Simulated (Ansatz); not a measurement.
`[AlH2][SiH]([SiH3])Cl` + `CB[TeH]` → `CB[Te][AlH2]` + `[SiH3][SiH2]Cl` at 500 K and 1 bar (cleavage of the Al–Si bond).

Calculated with Ansatz (gas phase, PBE0-D4/def2-TZVP geometries, no zero-point term in ΔE). CCSD(T)/CBS is the MP2 limit (def2-TZVPP, def2-QZVPP) plus CCSD(T) − MP2 in def2-TZVPP, frozen cores. def2 core potentials past Kr. For Te outer-core shells are correlated without core-valence functions, which leaves a few kJ/mol of doubt a bond. Each species was taken in one conformer, which may not be the lowest.

```csv
species,CCSD(T)/CBS energy (Eh),H − E (kJ/mol),S (J/(mol·K))
`[AlH2][SiH]([SiH3])Cl`,-1283.57831,182.9,468.2
`CB[TeH]`,-333.59211,181.3,356.9
`CB[Te][AlH2]`,-576.23333,214.4,435.3
`[SiH3][SiH2]Cl`,-1040.97629,152.8,377.4
```

H − E and S are ideal-gas, rigid-rotor, harmonic terms from PBE0-D4/def2-TZVP, for one conformer and one mirror image of each species. 1 Eh = 2625.50 kJ/mol, R = 8.31446 J/(mol·K).

Task: By hand: ΔE, ΔH, ΔS and ΔG.

Result: ΔE = (-576.23333) + (-1040.97629) − (-1283.57831) − (-333.59211) = -0.03920 Eh = -102.9 kJ/mol. Δ(H − E) = 214.4 + 152.8 − 182.9 − 181.3 = 3.0, so ΔH = -99.9 kJ/mol. ΔS = 435.3 + 377.4 − 468.2 − 356.9 = -12.4 J/(mol·K). ΔG = -99.9 − 500 × (-12.4)/1000 = -93.7 kJ/mol.

Task: By hand: the equilibrium constant, and the temperature at which ΔG would vanish if ΔH and ΔS stayed fixed.

Result: log₁₀ K = −ΔG/(RT ln 10) = 9.8. ΔG = 0 at ΔH/ΔS = 8056 K, far beyond where these terms or the molecules hold.

The number of gas molecules stays the same, so ΔS is small and ΔH decides. A doubt of 5 kJ/mol in ΔE shifts log₁₀ K by 0.5 here. Other conformers and mirror images would add mixing entropy, several J/(mol·K) or more a flexible species. These are equilibria of isolated gas molecules and say nothing of rates. Largest T1 diagnostic: 0.013 (customary marks: 0.02 for closed shells, 0.045 for open ones).
